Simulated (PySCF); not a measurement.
SMILES F[SiH](F)O[Si](F)(F)F (HF₅OSi₂), CAM-B3LYP/def2-SVP optimised geometry.

```
9

Si     1.40     0.05    -0.25
F      1.74     1.19     0.81
F      1.49     0.69    -1.71
O     -0.14    -0.44     0.00
Si    -1.75    -0.44     0.00
F     -2.29    -1.19     1.29
F     -2.32     1.04     0.00
F     -2.31    -1.19    -1.28
H      2.32    -1.07    -0.12
```

Density from CAM-B3LYP/def2-TZVP run with PySCF at that geometry.

Minimum of the electron density along straight lines between bonded atoms, close to the bond critical point (lines longer than 1.1 times the sum of covalent radii, or with two minima, are not listed):

| bond | length / Å | ρ at the minimum / e bohr⁻³ | ∇²ρ there / e bohr⁻⁵ | position (fraction from the first atom) |
|---|---|---|---|---|
| Si1–F2 | 1.598 | 0.141 | 0.97 | 0.42 |
| Si1–F3 | 1.599 | 0.141 | 0.97 | 0.42 |
| Si1–O4 | 1.632 | 0.137 | (withheld) | 0.41 |
| O4–Si5 | 1.611 | 0.146 | 0.94 | 0.59 |
| Si5–F6 | 1.588 | 0.146 | 1.02 | 0.42 |
| Si5–F7 | 1.588 | 0.146 | 1.02 | 0.42 |
| Si5–F8 | 1.588 | 0.146 | 1.02 | 0.42 |
| Si1–H9 | 1.461 | 0.136 | (withheld) | 0.49 |

Problem. What belongs in the gaps?

Solution. 
- Si1–O4, ∇²ρ there / e bohr⁻⁵: 0.88
- Si1–H9, ∇²ρ there / e bohr⁻⁵: 0.11
